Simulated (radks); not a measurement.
Values are calculated unless marked as measured or tabulated.
Q: Ionisation of Co, [Ar] 3d7 4s2, to Co+, [Ar] 3d8, under several functionals. Scalar-relativistic Kohn-Sham, spin-polarised, spherical densities, finite nucleus; open shells are filled with parallel spins first; a radial shooting solver on a logarithmic mesh with Libxc functionals. Known Delta-SCF values: AM05 7.597 eV; exchange-only r2SCAN 7.597 eV; OLYP 7.233 eV. What does TASK exchange with Perdew-Wang LDA correlation give, and what is its highest occupied eigenvalue?

A: 7.792 eV by Delta-SCF; the 4s eigenvalue is -5.623 eV. NIST: 7.881 eV (measured).
